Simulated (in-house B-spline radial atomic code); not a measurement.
**PBE0 excitations of B IV (B3+)**

Method: PBE0. Computed with an all-electron radial atomic-structure program (B-spline basis): linear response of the closed shell 1s2 with the functional's adiabatic kernel; scalar-relativistic (spin-free one-electron X2C), finite nucleus, no spin-orbit coupling, no double excitations, S, P, D and F terms only.

Command:
```bash
python run_td.py task.json out
```
Settings (radii: box in bohr, nucleus in fm):
```
Z                        5
electrons                2
configuration            1s2
hamiltonian              x2c
method                   pbe0
box_radius               23.08
rms_radius               2.406
intervals                74
```

Run time, properties included: 0.1 s on 1 thread of Intel(R) Xeon(R) 6975P-C (Granite Rapids), with other jobs on the host.

The lowest states, in the order of their Tamm-Dancoff energies; the method's threshold (minus the highest occupied level) is 238.65 eV. Labels give the largest channel, * marks a mixed state, and oscillator strengths are full-response dipole values. Semilocal kernels can invert the small singlet-triplet splittings of Rydberg terms. Energies in eV:

```tsv
state	full response	Tamm-Dancoff	oscillator strength
1s → 2s 3S	190.90	190.92	-
1s → 2s 1S	194.91	194.99	-
1s → 2p 3P	195.67	195.69	-
1s → 2p 1P	198.11	198.13	0.523
1s → 3s 3S	219.77	219.78	-
1s → 3s 1S	220.69	220.71	-
1s → 3p 3P	221.11	221.12	-
1s → 3p 1P	221.70	221.71	0.106
1s → 3d 3D	222.23	222.23	-
1s → 3d 1D	222.24	222.24	-
1s → 4s 3S	228.51	228.51	-
1s → 4s 1S	?	?	-
1s → 4p 3P	229.04	229.05	-
1s → 4p 1P	229.28	229.28	0.0408
1s → 4d 3D	?	?	-
1s → 4d 1D	229.46	229.46	-
1s → 4f 3F	229.65	229.65	-
1s → 4f 1F	229.65	229.65	-
```

(1) Where does 1s → 4d 3D lie?

(2) Where does 1s → 4s 1S lie?

(3) How large is the singlet-triplet splitting of 1s → 2s (S terms) in Tamm-Dancoff?

(4) What polarisabilities and dispersion coefficient does the method give?

Answers

(1) At 229.46 eV in full response, 229.46 eV in Tamm-Dancoff.

(2) At 228.86 eV in full response, 228.87 eV in Tamm-Dancoff.

(3) 4.07 eV, from the unrounded values.

(4) Dipole 0.02021 bohr³, quadrupole 0.003679 bohr⁵, C6 0.002698 hartree·bohr⁶ for two such species.
